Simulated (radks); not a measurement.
Task: The mean radii <r> (bohr) of the occupied orbitals of an atom or ion are listed with their occupations. Method: Dirac Kohn-Sham, PBE, spin-unpolarised, spherical densities, finite nucleus; Fermi nuclear charge, rms radius of each element as measured or else 0.836 A^(1/3) + 0.57 fm; computed with a radial shooting solver on a logarithmic mesh with Libxc functionals.

| orbital | occ. | <r> |
|---|---|---|
| 1s1/2 | 2 | 0.02505 |
| 2s1/2 | 2 | 0.1051 |
| 2p1/2 | 2 | 0.08811 |
| 2p3/2 | 4 | 0.09389 |
| 3s1/2 | 1 | 0.2519 |

Name the element and its charge. Open shells, if any, fill j = l - 1/2 first.

Result: Z = 57, lanthanum, charge +46: La46+ in [Ne] 3s1. The 1s radius gives Z: for a bare nucleus <r> = (2 gamma + 1)/(2Z) with gamma = sqrt(1 - (Z/c)^2), 0.02473 bohr for Z = 57, and screening makes it slightly larger (0.02505 here). The occupations add up to 11, and the charge is Z minus that.
